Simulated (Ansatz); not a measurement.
A nudged elastic band was laid between two geometries of BH5N2 + H2S (11 atoms, charge 0, multiplicity 1).

Theory: RKS PBE-D4/6-31G* in Ansatz 0.2.0.

```json
{
  "movable images": "5",
  "climbing image": "yes",
  "spring": "5.0 eV/Å²",
  "optimiser": "quadratic models (default)",
  "start path": "through a guess of the saddle point",
  "force threshold": "0.05 eV/Å",
  "iteration limit": "60",
  "end points": "relaxed"
}
```

Initial state:

```xyz
11
Properties=species:S:1:pos:R:3
B -0.088 -0.545 -0.307
H -0.103 -1.570 0.329
N 1.153 0.109 -0.529
H 2.034 -0.302 -0.237
H 1.268 0.946 -1.097
N -1.331 0.008 -0.749
H -2.191 -0.527 -0.677
H -1.395 0.769 -1.424
S -0.592 2.761 1.305
H -1.281 1.716 0.748
H 0.563 2.046 1.219
```

Final state:

```xyz
11
Properties=species:S:1:pos:R:3
B -0.123 0.829 -0.685
H -0.012 -0.618 2.818
N 1.189 0.431 -1.060
H 1.381 -0.330 -1.705
H 2.022 0.837 -0.645
N -1.291 0.096 -1.041
H -1.249 -0.772 -1.571
H -2.220 0.502 -1.009
S -0.253 2.404 0.307
H -1.450 2.121 0.885
H 0.043 -0.089 2.287
```

(1) Which bonds break or form, and what moves?

(2) Give the energies along the band, and the barrier.

(3) What is the geometry of the highest image?

Answers

(1) Bonds broken: B1–H2, S9–H11. Bonds formed: B1–S9, H2–H11. BH5N2 + H2S becomes BH5N2S + H2.

(2) It converged. The highest image is number 3 of 0 to 6, 173.3 kJ/mol above the first end and 195.3 kJ/mol above the last; the last end lies 22.1 kJ/mol below the first. A structure lower than the last end lies on the path between it and the top, so the climb from that side starts below the end, which may itself be a saddle point or a shallow side well. Neighbouring images differ by up to 2.0 eV, so the band resolves the path poorly. A vibrational analysis at the climbing image gives one clearly imaginary mode, 812i cm⁻¹: a first-order saddle point. The orbitals stay closed-shell, which can raise the energy where a bond breaks towards radicals; this wasn't checked here.

```csv
image,path coordinate (Å),energy (kJ/mol),B1–H2 (Å),S9–H11 (Å),B1–S9 (Å)
0,0.00,0.0,1.21,1.36,3.71
1,1.21,8.1,1.21,1.36,3.57
2,2.43,70.9,1.22,1.37,3.03
3,3.64,173.3,1.37,1.72,2.27
4,6.68,-22.1,4.02,3.53,1.87
5,9.73,-23.1,4.11,4.90,1.87
6,12.77,-22.1,3.79,3.20,1.87
```

(3) 
```xyz
11
Properties=species:S:1:pos:R:3
B -0.027 0.238 -0.092
H -0.144 -0.418 1.104
N 1.334 0.249 -0.589
H 1.548 -0.455 -1.296
H 1.764 1.145 -0.807
N -1.189 -0.211 -0.816
H -2.069 -0.402 -0.338
H -1.342 0.181 -1.745
S -0.136 2.235 0.981
H -1.487 2.296 0.844
H -0.216 0.554 1.335
```

Time of the run: 2.8 min on 1 thread of Intel(R) Xeon(R) 6975P-C (Granite Rapids) (shared host), peak memory 0.13 GiB.
